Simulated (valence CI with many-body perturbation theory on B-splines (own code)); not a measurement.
# Rb30+: E2, M1, M2 decay

Method: valence CI with perturbative core correlation (CI+MBPT): five valence electrons over a frozen Dirac-Fock core [He], a basis of 9 s, 9 p, 8 d, 6 f, 3 g, 1 h functions for each j, with the one-electron correlation potential Σ1 (screened to all orders), the two-electron term Σ2, the three-electron term Σ3, Breit, model QED; selected single and double excitations, second order for the rest (own B-spline code, finite nucleus).

The last digits are not significant, and no measured levels were compared; by estimate large intervals hold to a few tenths of a per cent, small ones and those within an open d or f shell to about a per cent. Among the levels kept, up to 1500 cm⁻¹ of a level comes from second order outside the variational space, and about a tenth of that is noise between levels of different J, which matters for small intervals.

Lines 1 to 50 of 51 in falling wavelength, among levels below 166.11 Ry, chosen from the decays that carry over 1 % of a level's rate. Wavelengths and rates use the calculated energies. Electric multipoles are in the length gauge, E1 and E2 with the static RPA response of the core. Weak lines are less certain than strong ones. Lines between different terms over intervals too small for the method are left out, as are lines whose strength nearly cancels. The highest levels of a list are the least certain.

Levels are named by their leading jj configuration (3d3/2^4 stands for four electrons in 3d with j = 3/2), which in mixed levels can hold well under half, so a name can repeat and another be missing. Letters in brackets count levels of one name in rising energy.

| λ vac (Å) | Upper | Lower | Type | A (s⁻¹) | Branch % |
| --- | --- | --- | --- | --- | --- |
| 932.3 | (2s^2 2p1/2 2p3/2^2) J=5/2 | (2s^2 2p1/2 2p3/2^2) J=3/2 | M1 | 6.98e+03 | 2.1 |
| 233.0 | (2s^2 2p3/2^3) J=3/2 | (2s^2 2p1/2 2p3/2^2) J=1/2 | M1 | 4.17e+05 | 7.7 |
| 229.0 | (2s^2 2p1/2 2p3/2^2) J=3/2 | (2s^2 2p1/2^2 2p3/2) J=3/2 | M1 | 1.78e+06 | 100.0 |
| 183.8 | (2s^2 2p1/2 2p3/2^2) J=5/2 | (2s^2 2p1/2^2 2p3/2) J=3/2 | M1 | 3.23e+05 | 97.7 |
| 175.7 | (2s^2 2p3/2^3) J=3/2 | (2s^2 2p1/2 2p3/2^2) J=5/2 | M1 | 8.73e+05 | 16.2 |
| 147.9 | (2s^2 2p3/2^3) J=3/2 | (2s^2 2p1/2 2p3/2^2) J=3/2 | M1 | 3.99e+06 | 74.1 |
| 146.2 | (2s^2 2p1/2 2p3/2^2) J=1/2 | (2s^2 2p1/2^2 2p3/2) J=3/2 | M1 | 2.08e+06 | 99.3 |
| 89.84 | (2s^2 2p3/2^3) J=3/2 | (2s^2 2p1/2^2 2p3/2) J=3/2 | M1 | 1.02e+05 | 1.9 |
| 6.523 | (2s^2 2p1/2 2p3/2 3d5/2) J=9/2 | (2s 2p1/2 2p3/2^3) J=5/2 | E2 | 1.28e+08 | 2.3 |
| 6.312 | (2s^2 2p3/2^2 3d5/2) J=9/2 | (2s 2p1/2 2p3/2^3) J=5/2 | E2 | 1.50e+08 | 2.6 |
| 6.155 | (2s^2 2p1/2 2p3/2 3p1/2) J=3/2 | (2s^2 2p1/2 2p3/2^2) J=1/2 | E2 | 2.78e+09 | 3.5 |
| 6.131 | (2s^2 2p1/2 2p3/2 3p1/2) J=5/2 | (2s^2 2p1/2 2p3/2^2) J=1/2 | E2 | 4.30e+09 | 5.0 |
| 6.115 | (2s^2 2p1/2 2p3/2 3p1/2) J=1/2 | (2s^2 2p1/2 2p3/2^2) J=5/2 | E2 | 8.17e+09 | 9.3 |
| 6.094 | (2s 2p1/2^2 2p3/2 3p3/2) J=7/2 | (2s 2p1/2^2 2p3/2^2) J=5/2 | E2 | 3.88e+09 | 1.1 |
| 6.079 | (2s^2 2p1/2 2p3/2 3p1/2) J=5/2 | (2s^2 2p1/2 2p3/2^2) J=5/2 | E2 | 1.63e+10 | 18.8 |
| 6.075 | (2s^2 2p1/2 2p3/2 3p1/2) J=1/2 | (2s^2 2p1/2 2p3/2^2) J=3/2 | E2 | 1.14e+10 | 13.1 |
| 6.075 | (2s^2 2p1/2^2 3p1/2) J=1/2 | (2s^2 2p1/2^2 2p3/2) J=3/2 | E2 | 2.85e+10 | 29.8 |
| 6.069 | (2s^2 2p3/2^2 3p1/2) J=5/2 | (2s^2 2p3/2^3) J=3/2 | E2 | 1.86e+10 | 10.4 |
| 6.062 | (2s^2 2p1/2 2p3/2 3p1/2) J=3/2 | (2s^2 2p1/2 2p3/2^2) J=3/2 | E2 | 1.93e+10 | 24.5 |
| 6.060 | (2s^2 2p1/2 2p3/2 3p3/2) J=3/2 [c] | (2s^2 2p1/2 2p3/2^2) J=1/2 | E2 | 7.42e+09 | 1.3 |
| 6.056 | (2s^2 2p1/2 2p3/2 3p3/2) J=5/2 [a] | (2s^2 2p1/2 2p3/2^2) J=5/2 | E2 | 3.33e+09 | 2.5 |
| 6.049 | (2s^2 2p3/2^2 3p3/2) J=5/2 | (2s^2 2p3/2^3) J=3/2 | E2 | 1.05e+10 | 8.0 |
| 6.048 | (2s^2 2p1/2 2p3/2 3p3/2) J=1/2 [a] | (2s^2 2p1/2 2p3/2^2) J=5/2 | E2 | 2.59e+09 | 2.0 |
| 6.048 | (2s^2 2p3/2^2 3p3/2) J=1/2 | (2s^2 2p3/2^3) J=3/2 | E2 | 1.07e+10 | 1.5 |
| 6.046 | (2s^2 2p3/2^2 3p3/2) J=7/2 | (2s^2 2p3/2^3) J=3/2 | E2 | 4.74e+09 | 4.3 |
| 6.043 | (2s^2 2p1/2 2p3/2 3p3/2) J=5/2 [b] | (2s^2 2p1/2 2p3/2^2) J=1/2 | E2 | 7.75e+09 | 2.7 |
| 6.043 | (2s^2 2p1/2 2p3/2 3p3/2) J=3/2 [a] | (2s^2 2p1/2 2p3/2^2) J=5/2 | E2 | 1.79e+10 | 3.1 |
| 6.040 | (2s^2 2p1/2 2p3/2 3p1/2) J=5/2 | (2s^2 2p1/2 2p3/2^2) J=3/2 | E2 | 4.45e+09 | 5.1 |
| 6.029 | (2s^2 2p3/2^2 3d5/2) J=9/2 | (2s 2p1/2^2 2p3/2^2) J=5/2 | E2 | 1.68e+08 | 2.9 |
| 6.024 | (2s^2 2p1/2 2p3/2 3p3/2) J=7/2 | (2s^2 2p1/2 2p3/2^2) J=5/2 | E2 | 8.31e+09 | 12.1 |
| 6.017 | (2s^2 2p1/2 2p3/2 3p3/2) J=5/2 [a] | (2s^2 2p1/2 2p3/2^2) J=3/2 | E2 | 6.13e+09 | 4.6 |
| 6.009 | (2s^2 2p1/2 2p3/2 3p3/2) J=3/2 [c] | (2s^2 2p1/2 2p3/2^2) J=5/2 | E2 | 6.20e+09 | 1.0 |
| 6.009 | (2s^2 2p1/2 2p3/2 3p3/2) J=1/2 [a] | (2s^2 2p1/2 2p3/2^2) J=3/2 | E2 | 1.12e+10 | 8.7 |
| 6.006 | (2s^2 2p1/2^2 3p3/2) J=3/2 | (2s^2 2p1/2^2 2p3/2) J=3/2 | E2 | 1.54e+10 | 10.7 |
| 5.998 | (2s^2 2p3/2^2 3p1/2) J=1/2 | (2s^2 2p3/2^3) J=3/2 | E2 | 1.06e+10 | 2.6 |
| 5.994 | (2s^2 2p1/2 2p3/2 3p3/2) J=3/2 [b] | (2s^2 2p1/2 2p3/2^2) J=3/2 | E2 | 5.62e+09 | 1.7 |
| 5.985 | (2s^2 2p1/2 2p3/2 3p3/2) J=7/2 | (2s^2 2p1/2 2p3/2^2) J=3/2 | E2 | 8.15e+08 | 1.2 |
| 5.969 | (2s^2 2p1/2 2p3/2 3p3/2) J=1/2 [b] | (2s^2 2p1/2 2p3/2^2) J=5/2 | E2 | 2.70e+10 | 5.0 |
| 5.931 | (2s^2 2p1/2 2p3/2 3p3/2) J=1/2 [b] | (2s^2 2p1/2 2p3/2^2) J=3/2 | E2 | 1.32e+10 | 2.4 |
| 5.884 | (2s^2 2p1/2 2p3/2 3p1/2) J=5/2 | (2s^2 2p1/2^2 2p3/2) J=3/2 | E2 | 1.25e+09 | 1.4 |
| 5.878 | (2s^2 2p1/2 2p3/2 3d5/2) J=9/2 | (2s^2 2p1/2 2p3/2^2) J=5/2 | M2 | 2.15e+08 | 3.8 |
| 5.863 | (2s^2 2p1/2 2p3/2 3p3/2) J=5/2 [a] | (2s^2 2p1/2^2 2p3/2) J=3/2 | E2 | 5.35e+09 | 4.0 |
| 5.856 | (2s^2 2p1/2 2p3/2 3p3/2) J=1/2 [a] | (2s^2 2p1/2^2 2p3/2) J=3/2 | E2 | 3.49e+09 | 2.7 |
| 5.848 | (2s^2 2p3/2^2 3p3/2) J=5/2 | (2s^2 2p1/2 2p3/2^2) J=5/2 | E2 | 9.28e+09 | 7.1 |
| 5.845 | (2s^2 2p3/2^2 3p3/2) J=7/2 | (2s^2 2p1/2 2p3/2^2) J=5/2 | E2 | 9.23e+09 | 8.4 |
| 5.841 | (2s^2 2p1/2 2p3/2 3p3/2) J=3/2 [b] | (2s^2 2p1/2^2 2p3/2) J=3/2 | E2 | 5.87e+09 | 1.8 |
| 5.832 | (2s^2 2p1/2 2p3/2 3p3/2) J=7/2 | (2s^2 2p1/2^2 2p3/2) J=3/2 | E2 | 1.54e+10 | 22.4 |
| 5.811 | (2s^2 2p3/2^2 3p3/2) J=5/2 | (2s^2 2p1/2 2p3/2^2) J=3/2 | E2 | 5.41e+09 | 4.1 |
| 5.809 | (2s^2 2p3/2^2 3p3/2) J=3/2 [c] | (2s^2 2p1/2 2p3/2^2) J=1/2 | E2 | 1.42e+10 | 2.8 |
| 5.808 | (2s^2 2p3/2^2 3p3/2) J=7/2 | (2s^2 2p1/2 2p3/2^2) J=3/2 | E2 | 1.07e+10 | 9.7 |
